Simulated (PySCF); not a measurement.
**Spin-rotation constants: SMILES [C@@]12(Cl)C=C([SiH2]C#N)[C@@H]1C=C2, C₇H₆ClNSi**

Cartesian coordinates in Å; atom numbers follow the order of the lines, from 1:
```xyz
16

N    -2.8623    2.1952   -0.4393
C    -2.6336    1.0978   -0.2039
Si   -2.2295   -0.6863    0.1870
C    -0.3628   -0.7039    0.2934
C     0.6339   -1.3504   -0.3238
C     1.7275   -0.5562    0.3426
Cl    3.0341   -1.4259    1.1321
C     2.0337    0.7805   -0.2966
C     1.0447    1.4119    0.3314
C     0.5854    0.1900    1.0905
H    -2.7318   -1.5074   -0.9125
H    -2.8415   -0.9789    1.4851
H     0.6897   -2.1292   -1.0602
H     2.7750    1.0465   -1.0245
H     0.6324    2.4010    0.2891
H     0.4975    0.2243    2.1682
```

Computed with GIAO PBE/pcSseg-1 magnetisability, rotational g tensor and spin-rotation constants, non-relativistic, gas phase in PySCF. Geometry: GFN2-xTB.

(1) Give the nuclear spin-rotation constants along the inertial axes (H = +C I·J) beside the isotropic shieldings.

## Answers

(1) Rotational constants 2.3462, 0.5581, 0.4824 GHz. A star marks the isotopologue with that one atom substituted, in its own axes.
```tsv
atom	isotope	Caa (kHz)	Cbb (kHz)	Ccc (kHz)	mean (kHz)	σ (ppm)
N1	14N	0.477	0.048	0.130	0.218	-96.7
Cl7	35Cl	0.314	0.166	0.109	0.196	777.1
H11	1H	-0.192	-0.029	-0.004	-0.075	26.8
H12	1H	-0.207	-0.038	0.006	-0.080	26.9
H13	1H	-0.242	-0.019	0.017	-0.081	24.3
H14	1H	-0.168	-0.018	-0.004	-0.063	25.0
H15	1H	-0.041	0.019	-0.055	-0.026	24.2
H16	1H	-0.287	-0.067	0.041	-0.104	27.5
C2	13C*	0.780	0.065	0.212	0.352	67.3
Si3	29Si*	-1.232	-0.314	-0.261	-0.602	422.2
C4	13C*	1.105	0.170	0.144	0.473	27.5
C5	13C*	0.893	0.200	0.193	0.429	12.6
C6	13C*	0.615	0.139	0.102	0.285	103.1
C8	13C*	0.619	0.262	0.152	0.345	31.8
C9	13C*	0.796	0.269	0.118	0.394	28.4
C10	13C*	0.477	0.123	0.122	0.241	113.9
```
For the geometry as given, no vibrational averaging.
